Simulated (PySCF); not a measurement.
# State search for MgTl

Unrestricted PBE0; basis Mg cc-pVDZ, Tl cc-pVDZ-PP with ECP60; scalar-relativistic core potentials; PySCF 2.14. Outer shells of the fragments: Mg 3s2; Tl 5d10 6s2 6p1.

Followed along the bond (rough minima from three points):

| 2Ms+1 | unpaired | ⟨S²⟩ at the start | R at minimum (Å) | Te (eV) |
| --- | --- | --- | --- | --- |
| 2 | π ↑ | 0.76 | 3.05 | 0.00 |
| 2 | σ ↑ | 0.76 | 3.44 | 0.14 |
| 4 | σ ↑↑, π ↑ | 3.75 | 2.95 | 1.63 |
| 4 | σ ↑, π ↑↑ | 3.75 | none in the scan | ≤ 1.66 |

Solutions found at the starting distance of 2.785 Å, counted from the lowest of them; the search is not exhaustive and high or unbound solutions are not listed, so other states can lie among these:

| 2Ms+1 | unpaired | term | E (eV) | ⟨S²⟩ | ⟨Lz²⟩ | μ (D) |
| --- | --- | --- | --- | --- | --- | --- |
| 2 | π ↑ | ²Π | 0.00 | 0.76 | 1.00 | -0.73 |
| 2 | σ ↑ | ²Σ⁺ | 0.42 | 0.76 | 0.00 | 1.60 |
| 4 | σ ↑↑, π ↑ | ⁴Π | 1.60 | 3.75 | 1.00 | -0.47 |
| 4 | σ ↑, π ↑↑ | ⁴Σ⁻ | 1.61 | 3.75 | 0.00 | -1.70 |
| 2 | σ ↑↑, π ↓ | mixed | 2.02 | 1.76 | 1.00 | -1.16 |
| 2 | σ ↑, π ↑↓ | mixed | 2.05 | 1.75 | 2.01 | -1.91 |
| 2 | σ ↓, π ↑↑ | mixed | 2.19 | 1.76 | 0.00 | -2.53 |
| 2 | σ ↑ | mixed | 2.46 | 0.96 | 2.00 | -1.48 |
| 4 | σ ↑, π ↑↑ | mixed | 3.27 | 3.75 | 2.00 | 0.02 |
| 4 | σ ↑↑↑ | ⁴Σ⁺ | 5.01 | 3.75 | 0.00 | 1.77 |

A term symbol is given only where ⟨S²⟩ and ⟨Lz²⟩ are close to those of a pure state; real π, δ and φ orbitals otherwise mix terms. A positive dipole means Mg(−)Tl(+).

Compare the gap between the two lowest followed solutions at the starting distance with the gap between their minima.

At PBE0 the second solution (doublet, unpaired electrons σ ↑) lies +0.42 eV from the first (doublet, unpaired electrons π ↑) at 2.785 Å and +0.14 eV at the minima; the two curves relax by different amounts, since their minima lie near 3.44 and 3.05 Å.

These are scalar-relativistic numbers at best; spin–orbit coupling would shift them, the dissociation energy most. Counting both spins, an empty level lies below a filled one in some of these solutions, because spin and occupation are held.
